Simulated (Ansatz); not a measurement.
Species: C$_{6}$H$_{8}$, net charge 0, singlet state. SMILES: C12=C(CC1)CC2
Geometry from a B3LYP-D3(BJ)/def2-TZVP (Ansatz, an electronic-structure program) optimisation:
```
C
C 1 1.3145
C 1 1.5290 2 95.42
H 3 1.0918 1 116.62 2 -114.53
H 3 1.0918 4 108.84 1 134.48
C 2 1.5290 1 95.42 3 180.00
H 6 1.0918 2 116.62 1 114.53
H 6 1.0918 7 108.84 2 -134.48
C 2 1.5290 1 95.42 3 0.00
H 9 1.0918 2 116.62 1 -114.53
H 9 1.0918 10 108.84 2 134.48
C 1 1.5290 2 95.42 6 0.00
H 12 1.0918 1 116.62 2 114.53
H 12 1.0918 13 108.84 1 -134.48
```

B3LYP/6-31G* beside other levels, property by property. Terms: each state is the SCF solution reached for its charge and spin; open shells spin-unrestricted; no spin-orbit coupling; non-relativistic; 6-31G* and kin with 6d, 5d where marked; dispersion terms only where a functional's name holds one; atomisation electronic, to ground-state atoms; 6-311+G** with 5d; valence correlation only. Basis-set limits of correlation are two-point, X^-3; Hartree-Fock from the larger set. The bracket is a focal-point correction in the basis named. First-principles rows: single points at B3LYP-D3(BJ) geometries (Ansatz), with unscaled harmonic terms from B3LYP/6-31G* (Ansatz) at its own minima, enthalpies of formation by atomisation with measured atoms. Levels can end on unlike triplets.

Coupled cluster (Ansatz) is a level with limits of its own, used here on species with T1 under 0.025 (0.045 for open shells) and stable references: (a) RI-MP2/CBS(aug-cc-pVTZ,aug-cc-pVQZ)+[CCSD(T)-MP2]/aug-cc-pVTZ; (b) CCSD(T)/CBS(cc-pVTZ,cc-pVQZ).

| property | B3LYP/6-31G* (Ansatz) | HF/6-31G* (Ansatz) | B3LYP/6-311+G** (Ansatz) | PBE0/def2-TZVPD (Ansatz) | to compare with |
|---|---|---|---|---|---|
| vertical ionisation energy to the doublet (eV) | 8.52 | 7.39 | 8.70 | 8.65 | 9.07 coupled cluster (a) |
| atomisation energy (kcal/mol) | 1403.5 | 1033.5 | 1390.3 | 1426.6 | 1407.6 coupled cluster (b) |
| enthalpy of formation at 298 K (kcal/mol) | 100.0 | 470.0 | 113.1 | 76.9 | 95.8 coupled cluster (b) |
| vertical triplet-singlet gap, E(triplet) - E(singlet) (eV) | 4.64 | 3.73 | 4.62 | 4.51 | 4.92 coupled cluster (a) |

As the rows show:
- vertical ionisation energy to the doublet: B3LYP/6-31G* lies 0.55 eV below coupled cluster.
- atomisation energy: B3LYP/6-31G* lies 4.1 kcal/mol below coupled cluster.
- enthalpy of formation at 298 K: B3LYP/6-31G* lies 4.2 kcal/mol above coupled cluster.
- vertical triplet-singlet gap, E(triplet) - E(singlet): B3LYP/6-31G* lies 0.28 eV below coupled cluster.

The properties are those with a value to compare with, at most eight drawn at random. No case is left out for the size of its miss. Left out are saddle points of the reference geometry, anions that the best level run finds unbound, excited spin states, species near biochemistry, 298 K rows of species without real B3LYP wavenumbers, cases with under five habitual levels, runs that failed or that the program found above a lower state of the same kind, table entries that another table contradicts, and a share of species set aside by lot.
